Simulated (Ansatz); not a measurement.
`CN(C)c1cc2sc(-c3cc4sc(-c5cc6sc(C#N)cc6s5)cc4s3)cc2s1` with charge +1. Total charge 1; doublet. Geometry PBE-D4/def2-SVP, that of the neutral singlet; atoms count from 1.

```xyz
41

C     8.394    2.087    1.492
N     7.637    2.233    0.264
C     8.349    2.364   -0.991
C     6.327    1.821    0.215
C     5.526    1.626   -0.914
C     4.207    1.254   -0.542
S     2.752    0.883   -1.418
C     1.867    0.563    0.084
C     0.484    0.174    0.030
C    -0.302   -0.094   -1.095
C    -1.625   -0.445   -0.739
S    -3.059   -0.885   -1.621
C    -3.978   -1.078   -0.120
C    -5.362   -1.467   -0.174
C    -6.139   -1.755   -1.300
C    -7.464   -2.103   -0.945
S    -8.886   -2.558   -1.834
C    -9.807   -2.720   -0.332
C   -11.166   -3.103   -0.378
N   -12.298   -3.424   -0.425
C    -9.039   -2.434    0.800
C    -7.717   -2.086    0.446
S    -6.285   -1.629    1.328
C    -3.193   -0.808    1.006
C    -1.872   -0.452    0.652
S    -0.436   -0.007    1.533
C     2.681    0.748    1.206
C     3.991    1.137    0.845
S     5.456    1.497    1.729
H     7.806    2.474    2.352
H     8.673    1.028    1.714
H     9.321    2.689    1.426
H     9.333    2.836   -0.805
H     8.517    1.383   -1.498
H     7.784    3.016   -1.689
H     5.879    1.743   -1.944
H     0.085   -0.040   -2.121
H    -5.747   -1.712   -2.324
H    -9.443   -2.483    1.819
H    -3.578   -0.873    2.032
H     2.325    0.595    2.233
```

Single mean-field runs in def2-TZVP are fitted with def2-universal-jkfit.

(1) Estimate the Mulliken populations of the heavy atoms from the PBE0/def2-TZVP orbitals of Ansatz.

(2) Where does the spin sit?

(3) And the Mayer bond orders between heavy atoms (over 0.3)?

Answers

(1) 
| atom | charge (e) | spin (α − β) |
| --- | --- | --- |
| C1 | -0.33 | -0.01 |
| N2 | -0.01 | 0.14 |
| C3 | -0.33 | -0.01 |
| C4 | 0.16 | 0.08 |
| C5 | -0.38 | 0.07 |
| C6 | 0.11 | 0.06 |
| S7 | 0.06 | -0.03 |
| C8 | 0.12 | 0.13 |
| C9 | 0.12 | 0.03 |
| C10 | -0.33 | 0.09 |
| C11 | 0.10 | 0.02 |
| S12 | 0.06 | -0.02 |
| C13 | 0.14 | 0.15 |
| C14 | 0.10 | -0.04 |
| C15 | -0.32 | 0.10 |
| C16 | 0.09 | -0.02 |
| S17 | 0.12 | 0.00 |
| C18 | 0.24 | 0.08 |
| C19 | -0.25 | -0.03 |
| N20 | 0.01 | 0.05 |
| C21 | -0.31 | -0.04 |
| C22 | 0.08 | 0.07 |
| S23 | 0.05 | 0.00 |
| C24 | -0.35 | -0.05 |
| C25 | 0.12 | 0.11 |
| S26 | 0.06 | -0.02 |
| C27 | -0.30 | 0.01 |
| C28 | 0.08 | 0.10 |
| S29 | 0.05 | -0.02 |
Mulliken values depend strongly on the basis.

(2) Summed by element: C 0.89, N 0.18, S -0.10, H 0.02, of 1 unpaired in all. Largest on single atoms: C13 0.15, N2 0.14, C8 0.13.

(3) C1–N2 0.95 (1.45 Å); N2–C3 0.94 (1.45 Å); N2–C4 1.30 (1.37 Å); C4–C5 1.41 (1.40 Å); C4–S29 1.15 (1.78 Å); C5–C6 1.34 (1.42 Å); C6–S7 1.23 (1.74 Å); C6–C28 1.27 (1.41 Å); S7–C8 1.21 (1.77 Å); C8–C9 1.08 (1.44 Å); C8–C27 1.38 (1.40 Å); C9–C10 1.39 (1.40 Å); C9–S26 1.22 (1.77 Å); C10–C11 1.34 (1.41 Å); C11–S12 1.22 (1.74 Å); C11–C25 1.25 (1.41 Å); S12–C13 1.23 (1.77 Å); C13–C14 1.04 (1.44 Å); C13–C24 1.43 (1.40 Å); C14–C15 1.45 (1.40 Å); C14–S23 1.23 (1.77 Å); C15–C16 1.30 (1.42 Å); C16–S17 1.24 (1.74 Å); C16–C22 1.31 (1.41 Å); S17–C18 1.20 (1.77 Å); C18–C19 0.96 (1.41 Å); C18–C21 1.53 (1.40 Å); C19–N20 2.97 (1.18 Å); C21–C22 1.24 (1.41 Å); C22–S23 1.22 (1.74 Å); C24–C25 1.31 (1.41 Å); C25–S26 1.23 (1.74 Å); C27–C28 1.36 (1.41 Å); C28–S29 1.18 (1.75 Å).
